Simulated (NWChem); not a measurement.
Molecule: ZnHSeBr; SMILES [SeH][Zn][Br]

```xyz
4

Zn     0.0101    -0.0149     0.0000
Br     0.0074    -2.2563     0.0000
Se     0.0261     2.2685     0.0000
H     -1.4475     2.2895     0.0000
```
Atoms are numbered in this order, from 1.

Program: NWChem. The geometry was optimised at PBE0/def2-SVP. Ions are spin-unrestricted doublets at the neutral geometry; other ion states weren't tried.

For level PBE/def2-SVP:

```yaml
vertical ionisation energy, ΔSCF (eV): 9.05
"−ε(HOMO) (eV)": 5.94
```

Task: What are these values for level PBE0/def2-SVP?

Result: 
| Quantity | Value |
|---|---|
| vertical ionisation energy, ΔSCF (eV) | 9.39 |
| −ε(HOMO) (eV) | 7.14 |
